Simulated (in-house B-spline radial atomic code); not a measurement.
# Sn XXIV (Sn23+): [Ne] 3s2 (3p1/2)2 (3p3/2)3 3d10 (with a hole in an inner shell)

Method: Dirac-Hartree-Fock, average of the jj configuration, Fermi nucleus of rms radius 4.6519 fm. Calculated with a radial B-spline atomic code at the basis-set limit.

Effective charges: Z_r = [3n² - l(l+1)]/(2<r>) from the radius, Z_e = n√(-2ε) from the energy, and Slater's rules. Values are occupation-weighted means over j. An effective charge above Z reflects the relativistic contraction of the inner shells.

```tsv
shell	electrons	ε (eV)	<r> (bohr)	Z_r	Z_e	Slater
1s	2	-30132	0.02904	51.65	47.06	49.70
2s	2	-5259.4	0.1246	48.15	39.32	45.85
2p	6	-4797.6	0.1092	45.78	37.56	45.85
3s	2	-1588.9	0.3309	40.80	32.42	39.10
3p	5	-1441.6	0.3265	38.28	30.88	39.10
3d	10	-1201.7	0.3013	34.85	28.19	29.85
```

The least bound orbital is 3d5/2 at -1197 eV, while the most diffuse is 3s1/2 (<r> = 0.3309 bohr against 0.3025 bohr): energy order and size order differ. The part-filled 3p shell lies below the filled 3d shell in orbital energy.

For the 1s electron the small component carries 3.37 % of the norm, the zero-frequency Breit interaction raises the level by 67.13 eV, self-energy by 38.36 eV, and vacuum polarisation lowers it by 5.05 eV.

The density falls to 0.001 bohr⁻³ at 1.041 bohr; Σ<r²> = 2.0593 bohr² gives, by the non-relativistic formula and without the paramagnetism of open shells, a Langevin diamagnetic susceptibility of -1.631×10⁻⁶ cm³/mol.
